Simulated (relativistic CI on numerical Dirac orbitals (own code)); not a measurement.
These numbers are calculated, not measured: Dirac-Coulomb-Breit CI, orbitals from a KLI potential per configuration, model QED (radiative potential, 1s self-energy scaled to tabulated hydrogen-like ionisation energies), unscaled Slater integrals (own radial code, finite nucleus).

The strongest absorption lines from the ground level of an ion, among the configurations computed and to levels below about 63.7 eV (vacuum wavelength in nm, gf): 20.881 (0.73), 21.748 (2.3), 22.020 (0.35), 22.230 (0.26), 22.430 (1.4), 22.465 (0.81), 22.740 (0.47), 22.912 (0.23).

Which ion is it?
A. Au VI
B. Bi XII
C. Bi VIII
D. Bi X

D. Bi X has 74 electrons and the ground level 5p6 5d6 5D_4; the strongest line goes to 5p6 5d5 6p 5P°_3. The pattern of lines fixes the number of electrons, and along that sequence the line energies rise steadily with the charge (about as its square where n changes within one kind of shell, about linearly where n is kept but much faster in heavy ions where fine structure, which grows about as Z⁴, sets the gap, and irregularly where shells cross), which fixes Z. Configurations outside the model, such as inner-shell arrays, can give stronger lines. At this charge energies of transitions that change n are usually good to better than 1 %, and those within a shell (Δn = 0) to a few per cent. Terms inside the open d or f shell come out 10 to 20 % too wide with unscaled integrals. Levels and lines within the n = 5 or 6 shells can be off by up to 10 % or somewhat more, and those that change n by about 2 %, since core polarisation is missing.

LS names give the leading component of a level, which can be under half, so a name can repeat, a term be missing and a line seem to break the LS rules.
